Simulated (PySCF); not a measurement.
fluoroethane (C2H5F), singlet, at a GFN2-xTB geometry.

Here is a job for PySCF.
```python
from pyscf import gto, scf
from pyscf.geomopt import geometric_solver
from pyscf.hessian import thermo

mol = gto.M(
    atom='''
C     1.183258   -0.137961    0.246484
C    -0.310337   -0.401227    0.219799
F    -0.954788    0.576746   -0.501552
H     1.678522   -0.916968    0.818683
H     1.580896   -0.131135   -0.765330
H     1.385890    0.826004    0.706529
H    -0.743833   -0.381014    1.225134
H    -0.545911   -1.352469   -0.268740
''',
    basis='sto-3g',
    charge=0,
    spin=0,
    verbose=3,
)

def method(m):
    mf = scf.RHF(m)
    return mf

conv, mol_eq = geometric_solver.kernel(method(mol), maxsteps=100, convergence_set='GAU_TIGHT')
print('optimisation converged:', conv)
print(mol_eq.tostring(format='xyz'))
mf = method(mol_eq)
mf.kernel()
hess = mf.Hessian().kernel()
freq = thermo.harmonic_analysis(mf.mol, hess)
thermo.dump_normal_mode(mf.mol, freq)
th = thermo.thermo(mf, freq['freq_au'], 298.15, 101325)
thermo.dump_thermo(mf.mol, th)
```

What zero-point energy does HF/STO-3G, optimisation and frequencies (PySCF) give?

50.6 kcal/mol

Estimate the dipole moment that HF/STO-3G, optimisation and frequencies returns for this input.

1.21 D

What total energy at the end of the optimisation does HF/STO-3G, optimisation and frequencies give?

-175.7536 Eh

Estimate the HOMO energy that HF/STO-3G, optimisation and frequencies returns for this input.

-10.93 eV

Predict the harmonic frequencies (imaginary ones negative) from HF/STO-3G, optimisation and frequencies.

224, 446, 937, 1073, 1263, 1355, 1384, 1512, 1680, 1734, 1814, 1818, 1840, 3545, 3573, 3655, 3759, 3759 cm⁻¹
